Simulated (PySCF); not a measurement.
**Potential energy of SeN⁺ along the bond**

Set-up: basis Se cc-pVDZ-PP with ECP10, N cc-pVDZ; scalar-relativistic core potentials; PySCF 2.14. Energies in eV from Se⁺ + N in their ground configurations at the same level. All curves are PBE0. state 1: triplet, unpaired electrons π ↑↑, a mixture of terms (⟨Lz²⟩ = 2.0), a second solution, started from another occupation; state 2: ⁵Σ⁺ (quintet), unpaired electrons π ↑↑↑↑, a second solution, started from another occupation.

| R (Å) | state 1 | state 2 |
| --- | --- | --- |
| 1.359 | 3.720 | 9.1108 |
| 1.422 | 1.720 | 6.3398 |
| 1.485 | 0.349 | 4.2637 |
| 1.533 | -0.364 | 3.0607 |
| 1.580 | -0.869 | 2.0994 |
| 1.627 | -1.207 | 1.3357 |
| 1.691 | -1.457 | 0.5640 |
| 1.770 | -1.544 | -0.0955 |
| 1.864 | -1.472 | -0.5632 |
| 1.991 | -1.232 | -0.8209 |

Put a parabola through the three lowest points of the state 2 curve and estimate Re, k and ωe (reduced mass 11.92 u; 1 eV/Å² = 0.16022 mdyn/Å; ωe = 1302.8·√(k/μ) cm⁻¹).

Through R = 1.77, 1.864, 1.991 Å the second-order coefficient is 13.3 eV/Å², so Re ≈ 2.004 Å, k ≈ 4.27 mdyn/Å and ωe ≈ 780 cm⁻¹. A polynomial fit of higher order to the unrounded PBE0 energies gives Re = 2.050 Å, k = 1.97 mdyn/Å, ωe = 530 cm⁻¹; anharmonicity and rounding make the difference.

The higher-order fit for each curve: state 2: Re = 2.050 Å, ωe = 530 cm⁻¹, minimum 0.84 eV below the ground-state fragments. State 1 gave no clean fit.

⟨S²⟩ of the unrestricted solution departs from its pure value on part of the curve, where spin states mix. Spin–orbit coupling is left out. For an ion De counts to the pair picked by the measured ionisation energies or electron affinities, which need not be the lowest pair at this level.
